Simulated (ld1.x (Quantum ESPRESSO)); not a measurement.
**Configuration tests for manganese (Mn) (TM)**

ld1.x (Quantum ESPRESSO) 7.5 input, shortened:

```
&input
   title='Mn', zed=25., rel=1, dft='PZ', iswitch=3,
   config='[Ar] 3d5.5 4s1.5 4p0 4f-2'
 /
 &inputp
   pseudotype=2, tm=.true., lloc=0,
   nlcc=.false.
 /
4
3P  2  1   6.00   0.00  1.00  1.00  0.0
3D  3  2   5.50   0.00  1.05  1.05  0.0
4F  4  3  -2.00   0.20  1.20  1.20  0.0
3S  1  0   2.00   0.00  1.25  1.25  0.0
 &test
   configts(1)='3s2 3p6 3d5.5 4s1.5 4p0'
 /
```

Occupied shells without a wave of their own: 4s. They enter only through the test configuration that unscreens the potential.

Energies are relative to the spin-unpolarised reference configuration 3s2 3p6 3d5.5 4s1.5 4p0; without spin polarisation the order of configurations can differ from experiment. Spin-polarised rows fill each open shell by Hund’s rule, majority spin first. The frozen-core shift is the all-electron ΔE with the core orbitals held at their reference shape minus the fully relaxed ΔE.

| valence configuration | charge | ΔE all-electron (eV) | error AE − PS (meV) | frozen-core shift (meV) |
| --- | --- | --- | --- | --- |
| 3s2 3p6 3d5 4s2 4p0 | 0 | 0.505 | +263 | -1.3 |
| 3s2 3p6 3d5 4s0 4p0 | +2 | 25.036 | -1293 | +0.6 |
| 3s2 3p6 3d5 4s0 4p2 | 0 | 8.586 | -703 | -0.7 |
| 3s2 3p6 3d5 4s1.5 4p0 | +0.5 | 3.970 | +3.4 | -1.0 |
| 3s2 3p6 3d4 4s2 4p0 | +1 | 13.953 | +522 | n/a |
| 3s2 3p6 3d5.5 4s1.5 4p0 (spin-polarised) | 0 | -4.108 | +469 | +6.3 |
| 3s2 3p6 3d5 4s2 4p0 (spin-polarised) | 0 | -4.549 | +824 | +7.3 |

Question: What are ΔE and the potential's error for 3s2 3p5 3d5 4s2 4p0?

Answer: ΔE = 62.400 eV all-electron; the error (AE − PS) is +566 meV.

Question: What are ΔE and the potential's error for 3s2 3p6 3d5 4s1 4p0?

Answer: ΔE = 9.159 eV all-electron; the error (AE − PS) is -335 meV.

The 4s level has no wave, so the channel is fitted at the deeper level alone: the likely source of the large errors. A variational frozen-core shift is positive and of second order in the change. This column holds negative values, so the frozen-core run of ld1.x carries numerical noise or an error of first order here, and the column gives no more than the rough size of the effect.

The potential misses its own reference levels by up to 0.4 eV.
